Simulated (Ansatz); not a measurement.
A geometry relaxed with B3LYP-D3(BJ)/def2-TZVP (Ansatz, an electronic-structure program), charge 0, multiplicity 1:

```xyz
10

H     -2.1934     0.0698    -0.0300
H      1.8618    -0.6590    -1.3731
C     -0.1192     0.3031     0.4728
O      0.2862     1.3375    -0.5337
H     -0.2403     0.7595     1.4539
C     -1.2876    -0.5386     0.0408
H     -1.1145    -1.0004    -0.9323
H     -1.4661    -1.3325     0.7698
H      2.7372     0.7918     0.4051
Si     1.5359     0.2688    -0.2733
```

### Question
Write the SMILES of this molecule.

### Answer
`C[C@@H]1O[SiH2]1`
